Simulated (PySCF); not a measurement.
Geometries of 2 isomers of CH4FNSi2, from PySCF 2.14.0, PBE0-D3(BJ)/def2-SVP geometry optimisation, gas phase. One conformer each, no zero-point energy, no frequencies.

Question: Which is lower in electronic energy at this level?
A.
```xyz
9
angstrom
N      2.751   -1.275   -0.522
C      1.966   -0.469   -0.237
Si     0.643    0.763    0.197
Si    -1.383   -0.395   -0.050
F     -2.591    0.656    0.251
H      0.770    1.905   -0.751
H      0.889    1.213    1.596
H     -1.522   -0.900   -1.445
H     -1.465   -1.516    0.927
```
B.
```xyz
9
angstrom
C      2.284    1.086   -1.604
N      1.735    0.443   -0.781
Si     0.812   -0.466    0.409
Si    -1.418    0.160    0.031
F     -2.354   -0.612    1.119
H      1.065   -1.914    0.168
H      1.309   -0.080    1.758
H     -1.579    1.630    0.215
H     -1.841   -0.240   -1.341
```

Answer: A. That is `C(#N)[SiH2][SiH2]F`, 6.1 kcal/mol below the other.

```
                SMILES             atoms numbered as above      E (Eh)  relative (kcal/mol)  relative (kJ/mol)  dipole (D)
      N#C[SiH2][SiH2]F    [N:1]#[C:2][SiH2:3][SiH2:4][F:5]  -773.34356                  0.0                0.0        2.08
[C-]#[N+][SiH2][SiH2]F  [C-:1]#[N+:2][SiH2:3][SiH2:4][F:5]  -773.33384                  6.1               25.5        1.94
```

As drawn, the lower has an Si–C bond, which the higher lacks.
